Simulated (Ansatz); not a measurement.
GeCl(NHMe)3 (C₃H₁₂ClGeN₃), relaxed as a singlet with RKS PBE0-D4/def2-SVP in Ansatz, starting from the GFN2-xTB geometry. Force threshold 0.02 eV/Å.

Start:

```tsv
atom	x (Å)	y (Å)	z (Å)
Ge1	-0.005	-0.073	-0.145
Cl2	-0.418	-0.917	-2.081
N3	0.440	1.660	-0.467
C4	1.479	2.095	-1.384
H5	0.405	2.242	0.357
H6	2.484	2.070	-0.946
H7	1.467	1.442	-2.256
H8	1.271	3.114	-1.714
N9	1.254	-1.065	0.768
C10	1.161	-2.515	0.861
H11	2.203	-0.797	0.538
H12	1.846	-2.869	1.633
H13	0.146	-2.782	1.148
H14	1.396	-3.024	-0.080
N15	-1.477	0.003	0.921
C16	-2.769	0.451	0.422
H17	-1.583	-0.786	1.542
H18	-3.390	0.769	1.261
H19	-2.604	1.303	-0.235
H20	-3.305	-0.320	-0.141
```

Problem. Estimate the energy that the relaxation releases and the steps that it takes.

Solution. 11.4 kJ/mol, in 34 steps; 63 s on 2 threads of AMD EPYC 7R13 on a shared host and a share (18 GiB) of an NVIDIA H100 80GB HBM3. The force fell under the threshold at step 17, but the optimiser went on and released 0.004 eV more. No frequencies were taken in this run, so the end may be a saddle point.

Problem. Does the start keep its bonding and symmetry?

Solution. By distances, no bond broke or formed. The bond that changes most is Ge1–Cl2, from 2.15 to 2.20 Å (atoms count from 1).

Problem. Predict the relaxed structure.

Solution. 
```xyz
20

Ge    0.0158    0.0110    0.0341
Cl   -0.5246   -0.7923   -1.9419
N     0.7816    1.6330   -0.1909
C     1.5511    1.9874   -1.3621
H     0.2136    2.3900    0.1771
H     2.2177    2.8392   -1.1454
H     2.1970    1.1460   -1.6588
H     0.9406    2.2478   -2.2480
N     1.1794   -1.1264    0.8230
C     1.1392   -2.5566    0.6175
H     2.1176   -0.7442    0.8897
H     1.6772   -3.0796    1.4256
H     0.0978   -2.9131    0.6478
H     1.5627   -2.8922   -0.3483
N    -1.4789    0.1632    1.0404
C    -2.7749    0.4670    0.4770
H    -1.5064   -0.5019    1.8070
H    -3.4564    0.8480    1.2558
H    -2.6808    1.2625   -0.2785
H    -3.2692   -0.3887   -0.0212
```
Bond lengths: 3 × Ge–N 1.81 Å; 3 × C–N 1.45 Å; 1 × Cl–Ge 2.20 Å; 9 × C–H 1.10 to 1.11 Å; 3 × H–N 1.02 Å.
